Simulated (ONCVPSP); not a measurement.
# Os (Z = 76): one change to an ONCV potential, before and after

ONCVPSP 4.0.1 input, shortened (lines: element, Z, core and valence counts, functional; n l f; lmax; l rc ep ncon nbas qcut; lloc lpopt rc5 dvloc0; l nproj debl; icmod fcfact rcfact), PBEsol, scalar-relativistic:

```
  Os 76.00   11    3  -116133      upf
    1    0    2.00
    2    0    2.00
    2    1    6.00
    3    0    2.00
    3    1    6.00
    3    2   10.00
    4    0    2.00
    4    1    6.00
    4    2   10.00
    5    0    2.00
    5    1    6.00
    4    3   14.00
    5    2    6.00
    6    0    2.00
    3
    0    2.55    0.00    4    8    2.60
    1    2.20    0.16    5   10    3.20
    2    1.65    0.00    4    8    5.20
    3    0.95    0.00    4    9   16.80
    3    5    0.95    0.00
    0    2    0.60
    1    1    0.70
    2    2    2.60
    3    0    0.40
    3    2.50    1.20
```

All-electron outer shells of the reference configuration (PBEsol, scalar-relativistic, ld1.x):

| shell | level (eV) | outermost node (bohr) | outermost maximum (bohr) |
| --- | --- | --- | --- |
| 4f | -52.02 | – | 0.40 |
| 5p | -50.86 | 0.55 | 1.03 |
| 5d | -6.29 | 0.60 | 1.36 |
| 6s | -6.19 | 1.20 | 2.48 |

Change: f: rc 1.04.

Cutoffs: the cutoffs (Ha) at which the residual kinetic energy of the hardest occupied pseudo-wave falls to 1 and 0.1 mHa per electron; they do not see the model core or the augmentation charge, which bear on the density cutoff. Errors are all-electron minus pseudo energies relative to the spin-unpolarised reference configuration.

What does the change do?

The potential gets softer (133 Ha and 265 Ha → 123 Ha and 134 Ha); both files keep a bound ghost (p, s); of the 4 tests that both files solve, the error grows in 0 and shrinks in 1 by more than 15 % and 0.3 meV (median size 12.1 → 12.2 meV). A larger radius leaves more room for a smooth pseudo-wave, so fewer plane waves are needed.

| quantity | base | changed |
| --- | --- | --- |
| cutoff, loose | 133 Ha | 123 Ha |
| cutoff, tight | 265 Ha | 134 Ha |
| loose cutoff by channel | s 4.3 Ha, d 23 Ha, f 133 Ha | s 4.3 Ha, d 23 Ha, f 123 Ha |
| bound ghosts | s, p | s, p |
| GHOST(+) flags under 300 eV | d at 244.9 eV | d at 255.9 eV |
| error for 4f14 5d6 6s1, meV [ΔE 9.62 eV] | -7.2 | -7.2 |
| error for 4f14 5d6 6s0, meV [ΔE 26.56 eV] | -12 | -12 |
| error for 4f14 5d5 6s0, meV [ΔE 55.44 eV] | +12 | +12 |
| error for 4f13 5d7 6s1, meV [ΔE 60.03 eV] | -648 | -460 |
| s: phases at 2.60 bohr within 0.05 rad from the reference energy up to (Ha; the scan ends near 5) | 2.1 | 2.1 |
| p: phases at 2.23 bohr within 0.05 rad from the reference energy up to (Ha; the scan ends near 5) | 0.5 | 0.5 |
| d: phases at 1.68 bohr within 0.05 rad from the reference energy up to (Ha; the scan ends near 5) | to the end of the scan | to the end of the scan |
| rms error of d²Exc/dni dnj with the model core, mHa | 8.36 | 8.01 |

 A true bound ghost makes a file unfit for plane-wave use even where its test errors are small: the radial tests pick states by their node count and pass the ghost by.
